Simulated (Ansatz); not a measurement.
One change: `[F][AlH][SH]` becomes `[F][AlH][SeH]`.

Ansatz, PBE0-D4/def2-TZVP geometries, multiplicity 1. Each molecule was computed in one conformer, which needn't be the lowest.

Scalar relativity is left out up to krypton.

```json
{"property": "LUMO energy (PBE0/def2-TZVPP) / eV", "`[F][AlH][SH]`": "-0.97"}
{"property": "zero-point energy (PBE0-D4/def2-TZVP) / kJ/mol", "`[F][AlH][SH]`": "49.5"}
{"property": "size of the dipole moment (ωB97M-V/def2-TZVPP) / D", "`[F][AlH][SH]`": "1.82"}
{"property": "HOMO energy (PBE0/def2-TZVPP) / eV", "`[F][AlH][SH]`": "-8.08"}
{"property": "LUMO energy (ωB97M-V/def2-TZVPP) / eV", "`[F][AlH][SH]`": "0.65"}
{"property": "size of the dipole moment (PBE/def2-TZVPP) / D", "`[F][AlH][SH]`": "1.79"}
```

Give the same properties after the change, and the shifts. (An estimate is asked.)

The calculation gave: 
```csv
property,`[F][AlH][SeH]`,shift
LUMO energy (PBE0/def2-TZVPP) / eV,-1.06,-0.09
zero-point energy (PBE0-D4/def2-TZVP) / kJ/mol,46.4,-3.1
size of the dipole moment (ωB97M-V/def2-TZVPP) / D,1.63,-0.19
HOMO energy (PBE0/def2-TZVPP) / eV,-7.65,0.43
LUMO energy (ωB97M-V/def2-TZVPP) / eV,0.56,-0.09
size of the dipole moment (PBE/def2-TZVPP) / D,1.60,-0.19
```

With PBE0 the HOMO rises by 0.43 eV and the LUMO falls by 0.09 eV, so the gap narrows by about 0.52 eV. PBE moves the HOMO by 0.35 eV and ωB97M-V by 0.49 eV. Dipoles are sizes alone; their direction can turn.

Spin–orbit coupling is left out; it splits and shifts lone-pair levels of the heavy atoms by tenths of an eV.
